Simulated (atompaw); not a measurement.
**Before and after: PAW (atompaw) potential for La (Z = 57)**

atompaw 4.2.0.5 input, output lines left out:

```
La 57
GGA-PBESOL scalarrelativistic loggrid 2001 logderivrange -5 5 251
6 6 5 4 0 0
6 0 1.75
6 1 0.25
5 2 1
4 3 0
0 0 0
c
c
c
c
v
v
c
c
c
v
v
c
c
v
v
3
3.00 2.60 2.15 1.85
n
n
y
0.3
n
y
0.65
n
custom polynom vanderbiltortho besselshape
4 -0.5 ultrasoft
2.90
3.00
3.00
3.00
2.45
3.00
1.30
1.30
```

Change: wave 5d (bound): rc 2.45 bohr becomes 5d (bound): rc 2.74 bohr.

Cutoffs: the cutoffs (Ry, on a coarse ladder) from which the occupation-weighted sum of valence levels, in a spherical-Bessel basis at the reference potential, stays within 10 and 1 mRy of its value at 400 Ry; they do not see the model core or the augmentation charge, which bear on the density cutoff.

Question: What does the change do?

Answer: The potential gets softer (12 Ry and 15 Ry → 10 Ry and 15 Ry); neither file shows a bound ghost.

```tsv
quantity	base	changed
cutoff, loose	12 Ry	10 Ry
cutoff, tight	15 Ry	15 Ry
loose cutoff by channel (10 mRy a level)	s 6 Ry, p 8 Ry, d 10 Ry	s 6 Ry, p 8 Ry, d 8 Ry
bound ghosts	none	none
s: phases at 3.00 bohr within 0.05 rad from the reference energy up to (Ry; the scan ends near 5)	2.3	2.3
p: phases at 3.00 bohr within 0.05 rad from the reference energy up to (Ry; the scan ends near 5)	4.6	4.6
d: phases at 3.00 bohr within 0.05 rad from the reference energy up to (Ry; the scan ends near 5)	2.0	2.0
f: phases at 3.00 bohr within 0.05 rad from the reference energy up to (Ry; the scan ends near 5)	4.4	4.4
lowest overlap eigenvalue by channel	s 0.77, p 0.86, d 0.57, f 0.95	s 0.77, p 0.86, d 0.79, f 0.95
```

Base: The cutoffs count occupied waves only; the empty 4f level needs 70 Ry at the loose tolerance. Changed file: The cutoffs count occupied waves only; the empty 4f level needs 70 Ry at the loose tolerance. The cutoffs see the waves, projectors and local potential, not the compensation charge or the core.
